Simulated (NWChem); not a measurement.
# HSF2 cation; SMILES F[SH+]F

All runs: NWChem. Coordinates come from a PBE0/def2-SVP optimisation. COSMO at M06-2X/def2-SVP, default radii, gas-phase geometry; f = (ε − 1)/ε scales the surface charges.

```csv
row,f,electrostatic solvation energy (kcal/mol)
ε = 2.4,0.5833,-45.05
ε = 3.9,0.7436,withheld
ε = 7.6,0.8684,-67.33
ε = 46.7,0.9786,-76.00
ε = 78.4,0.9872,-76.68
```

Problem. Fit a straight line of the last column on the one before it, predict the withheld value, and compare with the run.

Solution. 
1. Means of the 4 shown rows: x = 0.85437, y = -66.265. Slope Σ(x − x̄)(y − ȳ)/Σ(x − x̄)² = -8.358/0.1068 = -78.30; intercept 0.633.
2. The shown rows scatter about the line by 0.019 (root mean square); the largest residual is +0.03, at ε = 7.6.
3. At x = 0.7436 (ε = 3.9; inside the shown range) the line gives -57.59.
4. The run gives -57.55, +0.04 from the line.
